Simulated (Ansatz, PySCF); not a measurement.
Gas-phase reaction (SMILES): N[Si](N)(N)Br + 4 [H][H] (H2) → Br (HBr) + 3 N (NH3) + [SiH4] (SiH4); energy of full hydrogenation.

Geometries: B3LYP-D3(BJ)/def2-TZVP minima from Ansatz (a first-principles code), one conformer each, not searched for the lowest. Valence correlation only, unless marked. Spin-orbit coupling is left out. Frozen are the shells of the preceding noble gas and the d and f shells that filled before the atom's block. Non-relativistic. Basis-set limits of correlation are two-point, X^-3; Hartree-Fock from the larger set. The bracket is a focal-point correction in the basis named. Thermal terms are rigid-rotor harmonic-oscillator values from B3LYP-D3(BJ) frequencies (Ansatz or PySCF) at 298.15 K and 1 atm. 1 Eh = 627.5095 kcal/mol.

```
species        E, RI-MP2/CBS(def2-TZVPPD,def2-QZVPPD)+[CCSD(T)-MP2]/def2-TZVPPD (Ansatz) (Eh)  E, PBE0-D4/def2-TZVPD (Ansatz + dftd4) (Eh)  H - E (Eh)  G - E (Eh)
-------------  ------------------------------------------------------------------------------  -------------------------------------------  ----------  ----------
N[Si](N)(N)Br                                                                     -3029.64485                                  -3031.16481     0.08982     0.04804
[H][H] (H2)                                                                          -1.17532                                     -1.16831     0.01336    -0.00144
Br (HBr)                                                                          -2573.28273                                  -2574.45927     0.00927    -0.01328
N (NH3)                                                                             -56.50761                                    -56.51535     0.03799     0.01614
[SiH4] (SiH4)                                                                      -291.46147                                   -291.75741     0.03520     0.01198
```

**Question.** Work out ΔE and ΔH, ΔG, ΔS and the equilibrium constant at 298.15 K at the first level, then ΔH at the second.

**Answer.** 
1. ΔE = [(-2573.28273) + 3×(-56.50761) + (-291.46147)] - [(-3029.64485) + 4×(-1.17532)] = 0.07910 Eh = 49.6 kcal/mol at RI-MP2/CBS(def2-TZVPPD,def2-QZVPPD)+[CCSD(T)-MP2]/def2-TZVPPD.
2. The terms H - E add up to 0.01518 Eh, so ΔH = (0.07910 + (0.01518))×627.5095 = 59.2 kcal/mol.
3. The terms G - E add up to 0.00484 Eh, so ΔG = 52.7 kcal/mol, and ΔS = (0.01518 - (0.00484))×627509.5/298.15 = 21.8 cal/(mol K).
4. log10 K = -ΔG/(RT ln 10) = -38.6, with RT ln 10 = 1.3642 kcal/mol.
5. With ΔH and ΔS taken as constant, ΔG changes sign near ΔH/ΔS = 2720 K, a rough figure that leaves out heat capacities.
6. At PBE0-D4/def2-TZVPD the same steps give ΔE = 47.3 and ΔH = 56.8 kcal/mol, a shift of -2.4 from the first level.
7. These values are not checked against measurement here, since the tables used lack a sound gas-phase enthalpy of formation for at least one species.
